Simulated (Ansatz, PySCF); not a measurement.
This PySCF input computes a CCSD(T)/cc-pVDZ energy:

```python
from pyscf import gto, scf, mp, cc as ccmod

mol = gto.M(
    atom='''
    B     0.26587793   -0.29169300    0.52924554
    F     0.91071220    0.07456891   -0.64518997
    F    -1.05842216    0.08748276    0.35116467
    ''',
    basis='cc-pvdz',
    charge=-1,
    spin=0,
    verbose=4,
)

mf = scf.RHF(mol)
mf.conv_tol = 1e-10
mf.max_cycle = 100
mf.kernel()
mp2 = mp.MP2(mf, frozen=3).run()
cc = ccmod.CCSD(mf, frozen=3)
cc.max_cycle = 100
cc.kernel()
et = cc.ccsd_t()
print(f'E(CCSD(T)) = {cc.e_tot + et:.9f}')
```

Task: Write an input for the same energy in Ansatz (an electronic-structure program) and say what it gives.

Result: 
Ansatz 0.2 input:
```yaml
crystal:
  periodic: [false, false, false]
  atoms:
    - {symbol: B, position_ang: [0.26587793, -0.29169300, 0.52924554]}
    - {symbol: F, position_ang: [0.91071220, 0.07456891, -0.64518997]}
    - {symbol: F, position_ang: [-1.05842216, 0.08748276, 0.35116467]}
basis:
  gaussian:
    orbitals: cc-pVDZ
total_charge: -1
magnetization: {spin_polarized: false}
correlation: {method: ccsd_t, electrons: outside_noble_gas}
```
It gives -224.07113 Eh, and PySCF -224.07113 Eh, a difference of 0.00 mEh.
